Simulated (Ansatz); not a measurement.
`C[SiH]([AlH2])CF` + H₂S → `C[SiH](S)CF` + `[AlH3]` at 700 K and 1 bar (cleavage of the Si–Al bond).

Program: Ansatz. Geometries: PBE0-D4/def2-TZVP. ΔE: electronic, gas phase. CBS: MP2 limit from def2 TZ/QZ plus the TZ coupled-cluster correction, frozen cores. This one scheme is used for every species. Each species was taken in one conformer, which may not be the lowest.

| species | CCSD(T)/CBS energy (Eh) | H − E (kJ/mol) | S (J/(mol·K)) |
| --- | --- | --- | --- |
| `C[SiH]([AlH2])CF` | -711.78064 | 331.5 | 542.6 |
| H₂S | -398.97279 | 64.8 | 236.9 |
| `C[SiH](S)CF` | -866.99875 | 312.6 | 503.9 |
| `[AlH3]` | -243.78045 | 80.2 | 251.4 |

H − E and S are ideal-gas, rigid-rotor, harmonic terms from PBE0-D4/def2-TZVP, for one conformer and one mirror image of each species. 1 Eh = 2625.50 kJ/mol, R = 8.31446 J/(mol·K).

By hand: ΔE, ΔH, ΔS and ΔG.

ΔE = (-866.99875) + (-243.78045) − (-711.78064) − (-398.97279) = -0.02577 Eh = -67.7 kJ/mol. Δ(H − E) = 312.6 + 80.2 − 331.5 − 64.8 = -3.5, so ΔH = -71.2 kJ/mol. ΔS = 503.9 + 251.4 − 542.6 − 236.9 = -24.2 J/(mol·K). ΔG = -71.2 − 700 × (-24.2)/1000 = -54.3 kJ/mol.

By hand: the equilibrium constant, and the temperature at which ΔG would vanish if ΔH and ΔS stayed fixed.

log₁₀ K = −ΔG/(RT ln 10) = 4.1. ΔG = 0 at ΔH/ΔS = 2942 K, far beyond where these terms or the molecules hold.

ΔH outweighs TΔS. A doubt of 5 kJ/mol in ΔE shifts log₁₀ K by 0.4 here. Other conformers and mirror images would add mixing entropy, several J/(mol·K) or more a flexible species. These are equilibria of isolated gas molecules and say nothing of rates. Largest T1 diagnostic: 0.012 (customary marks: 0.02 for closed shells, 0.045 for open ones).
